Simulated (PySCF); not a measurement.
Gas-phase reaction: 3 CH₃GeH₃ + 2 C₃H₄ (propyne) ⇌ Ge₃H₈ + 3 C₃H₆ (propylene)

Method: PySCF energies plus ideal-gas RRHO corrections (1 bar). † marks an energy on the PBE0/def2-TZVP geometry and frequencies; other levels use their own. All species are closed-shell singlets. Ge: all electrons, no relativistic terms.

LDA/def2-TZVP† gives ΔH°(298 K) = -272 kJ.

### Question
What do PBE0/def2-TZVP, HF/def2-TZVP†, PBE0/def2-QZVP† give?

### Answer
PBE0/def2-TZVP: -239 kJ; HF/def2-TZVP†: -192 kJ; PBE0/def2-QZVP†: -237 kJ. For scale, ΔH°(298 K) is -272 kJ at this level, -216 kJ at ωB97M-V/def2-TZVP†, and runs from -272 to -184 kJ over the 18 levels computed.
